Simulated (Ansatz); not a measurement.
Consider the ligand exchange at the Si–O bond: `[SiH3][O][GeH2][O][SiH3]` + `[OH][Ge][Cl]` → `[SiH3][O][Ge][Cl]` + `[OH][GeH2][O][SiH3]`.

Program: Ansatz. Geometries: PBE0-D4/def2-TZVP. ΔE: electronic, gas phase. CBS: MP2 limit from def2 TZ/QZ plus the TZ coupled-cluster correction, frozen cores. Functionals use def2-TZVPP. B3LYP here is the variant with VWN-RPA as its local correlation; programs differ in this. For Ge outer-core shells are correlated without core-valence functions, which leaves a few kJ/mol of doubt a bond. Scalar relativity is left out up to krypton. One conformer a species, not always the lowest.

`[SiH3][O][GeH2][O][SiH3]`:

Z-matrix (Å, degrees):
```
Si
O 1 1.639
H 1 1.490 2 110.6
H 1 1.484 2 108.1 3 119.8
H 1 1.486 2 110.7 3 -120.4
Ge 2 1.764 1 134.6 3 36.1
O 6 1.764 2 107.8 1 59.7
H 6 1.531 2 110.0 1 -55.6
H 6 1.531 2 106.1 1 177.5
Si 7 1.639 6 134.6 2 59.6
H 10 1.486 7 110.7 6 -84.3
H 10 1.484 7 108.1 6 155.8
H 10 1.490 7 110.6 6 36.1
```

`[OH][Ge][Cl]`:

Cartesian coordinates in Å:
```
O -0.124 -1.080 0.392
Ge -0.264 0.578 1.001
Cl 0.260 1.655 -0.859
H 0.128 -1.153 -0.535
```

`[SiH3][O][Ge][Cl]`:

Z-matrix (Å, degrees):
```
Si
O 1 1.655
H 1 1.484 2 107.2
H 1 1.484 2 110.4 3 119.3
H 1 1.484 2 110.5 3 -119.3
Ge 2 1.768 1 138.4 3 179.8
Cl 6 2.210 2 99.4 1 0.0
```

`[OH][GeH2][O][SiH3]`:

```xyz
10

O     1.709    0.288   -1.311
Ge    0.071    0.927   -1.102
O    -0.846   -0.174   -0.065
Si   -0.606   -0.792    1.433
H     1.736   -0.524   -1.823
H    -0.699    0.958   -2.428
H     0.261    2.272   -0.397
H     0.253   -2.005    1.374
H    -1.928   -1.160    1.999
H     0.049    0.209    2.321
```

```json
{"level": "PBE0-D4", "ΔE (eV)": "0.05"}
{"level": "PBE", "ΔE (eV)": "0.04"}
{"level": "B3LYP", "ΔE (eV)": "0.04"}
{"level": "HF/def2-TZVPP", "ΔE (eV)": "0.06"}
{"level": "MP2/def2-TZVPP", "ΔE (eV)": "0.04"}
{"level": "CCSD/def2-TZVPP", "ΔE (eV)": "0.05"}
{"level": "MP2/def2-QZVPP", "ΔE (eV)": "0.04"}
{"level": "CCSD/CBS(def2)", "ΔE (eV)": "0.05"}
```

Q: What does CCSD(T)/CBS give? (Estimate.)

A: The calculation gave: +0.04 eV. The listed levels differ from it by 0.01, 0.00, 0.00, 0.02, 0.00, 0.01, 0.00, 0.01 eV.

Largest T1 diagnostic among the species: 0.014.
